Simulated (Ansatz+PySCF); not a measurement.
Values are calculated unless marked as measured or tabulated.
## PySCF 2.14.0 run

```python
from pyscf import gto, scf

mol = gto.M(atom="""
B -0.020430 0.008280 -0.044880
F 0.852490 0.790560 0.792120
F 0.856350 -0.792120 -0.803370
F -0.795220 0.818670 -0.763330
F -0.824830 -0.798540 0.763900
""", basis='def2-svp', charge=-1, spin=0)
mf = scf.RHF(mol)
mf.init_guess = 'atom'
mf.kernel()
while True:  # follow internal instabilities
    mo, _, stable, _ = mf.stability(return_status=True)
    if stable: break
    mf.kernel(mf.make_rdm1(mo, mf.mo_occ))
print(mf.converged, mf.e_tot, mf.spin_square()[0])
```

The script is written out from the run's settings.

The run gave:

| Property | Result |
| --- | --- |
| Converged | yes |
| Total energy | -422.39018 hartree |
| Spin squared of the determinant | 0.000 |

Caution: no diffuse functions for an anion.
